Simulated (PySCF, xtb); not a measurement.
BF₄, SMILES F[B-](F)(F)F, charge -1.

Harmonic wavenumbers (cm⁻¹) from GFN2-xTB (xtb 6.7.1) at its own minimum, in rising order: 308, 308, 450, 450, 450, 707, 989, 989, 990.

### Question
What does B3LYP-D3(BJ)/def2-SVPD run with PySCF 2.14.0 give at its own minimum? (The exact figures need the calculation; the answer reports its results.)

### Answer
339, 339, 502, 502, 502, 740, 1058, 1058, 1058. Paired by order, the mean absolute difference is 51 cm⁻¹ and the zero-point energies are 8.1 and 8.7 kcal/mol.
